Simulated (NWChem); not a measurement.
# C4H7F; SMILES FC1(C)CC1

Results from NWChem. The geometry was optimised at PBE0/def2-SVP. Level: M06-2X/def2-SVP with SMD (1 M gas to 1 M solution), gas-phase geometry.

```
solvent          dielectric constant  solvation free energy (kcal/mol)  cavity-dispersion-structure term (kcal/mol)  dipole in solution (D)
---------------  -------------------  --------------------------------  -------------------------------------------  ----------------------
water                           78.4                              -0.4                                          3.0                    2.15
tetrahydrofuran                 7.43                              -4.0                                         -1.0                    2.08
anisole                         4.22                              -3.9                                         -1.3                    2.02
dichloromethane                 8.93                              -4.9                                         -1.8                    2.09
1-propanol                      20.5                              -4.1                                         -0.7                    2.13
acetone                         20.5                              -4.5                                         -1.1                    2.13
methanol                        32.6                              -4.0                                         -0.6                    2.14
```
